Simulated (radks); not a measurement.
The numbers below are computed, except where a source is named.
Task: These are the eigenvalues of the occupied orbitals of an atom or ion with whole-number occupations (eV). Level of theory: Dirac Kohn-Sham, PBE, spin-unpolarised, spherical densities, point nucleus (a radial shooting solver on a logarithmic mesh with Libxc functionals).

orbital  eigenvalue
1s1/2     -63191.25
2s1/2     -10771.85
2p1/2     -10281.40
2p3/2     -9163.777
3s1/2     -2461.468
3p1/2     -2244.781
3p3/2     -2006.385
3d3/2     -1639.117
3d5/2     -1587.074
4s1/2     -511.2538
4p1/2     -423.0635
4p3/2     -368.8504
4d3/2     -224.0066
4d5/2     -214.1136
5s1/2      -87.5395
5p1/2      -62.9917
5p3/2      -55.9162
4f5/2      -36.9959
4f7/2      -35.4673

Which element is it, and in what charge state? The configuration may be excited. Open shells, if any, fill j = l - 1/2 first.

Result: Z = 71, lutetium, charge +3: Lu3+ in [Xe] 4f14. The list shows which subshells hold electrons but not how many an open one holds; the 1s level, -2322.2 hartree, gives Z - s = 68.2 by -(Z - s)^2/2, which with screening and relativity narrows Z to a few neighbours, and the depths of the outer levels then fix element, charge and occupations together.
